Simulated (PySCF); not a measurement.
How the numbers were obtained: geometry from GFN2-xTB, PBE0/pcSseg-1 with gauge-including orbitals, in PySCF (one computed conformer, non-relativistic, rapidly exchanging positions averaged, no solvent model).

Scale: TMS for ¹H and ¹³C (reference shieldings calculated alike). Acid and N–H amide carbonyl carbons lie up to 10 ppm further downfield in solution (hydrogen bonding). Shifts are as computed. Against solution values, carbons near 30 ppm lie about +3 ppm off and those near 130 ppm about +5 ppm. Of 1309 compounds with measured shifts, 239 miss one by over three times the rms of a fit or turn the order of signals round; such compounds aren't used in these exercises. OH and NH positions are gas-phase values without hydrogen bonding to other molecules.

Question: Order these molecules by the shift of their most deshielded carbon, lowest δ first.
A. CC(=O)N[Si@H]1C=CCO1
B. Cc1nocc1O[SiH3]
C. C=CC(=O)N[SiH2]C(C)=O
D. C=C1CC(OC)C1

Answer: D (150.5 ppm, fully substituted alkene carbon), B (157.1 ppm, substituted aromatic carbon next to a ring nitrogen), A (179.0 ppm, amide carbonyl carbon), C (245.5 ppm, carbonyl carbon).

Question: Order these molecules by the shift of their most shielded carbon, lowest δ first.
A. C=C[Si@H]1[SiH2][C@H](C)[SiH2]1
B. C=CC(=O)N[SiH2]C(C)=O
C. CO/C(C#N)=C/O[SiH2]C
D. CC(=O)N[Si@H]1C=CCO1

Answer: C (-1.5 ppm, methyl carbon bonded to Si), A (7.5 ppm, sp3 CH bonded to 2 Si), D (24.0 ppm, methyl carbon α to a carbonyl), B (39.1 ppm, methyl carbon α to a carbonyl).

Question: How many ¹³C and ¹H signals does each give (equivalence by symmetry and fast rotation, but not about amide C–N or C=N bonds)? `C=C1CC(OC)C1`, `C=CC(=O)N[SiH2]C(C)=O`, `C=C[Si@H]1[SiH2][C@H](C)[SiH2]1`, `CC(=O)N[Si@H]1C=CCO1`, `CO/C(C#N)=C/O[SiH2]C`, `Cc1nocc1O[SiH3]`

Answer: C=C1CC(OC)C1: 5 C, 5 H; C=CC(=O)N[SiH2]C(C)=O: 5 C, 6 H; C=C[Si@H]1[SiH2][C@H](C)[SiH2]1: 4 C, 8 H; CC(=O)N[Si@H]1C=CCO1: 5 C, 7 H; CO/C(C#N)=C/O[SiH2]C: 5 C, 4 H; Cc1nocc1O[SiH3]: 4 C, 3 H.
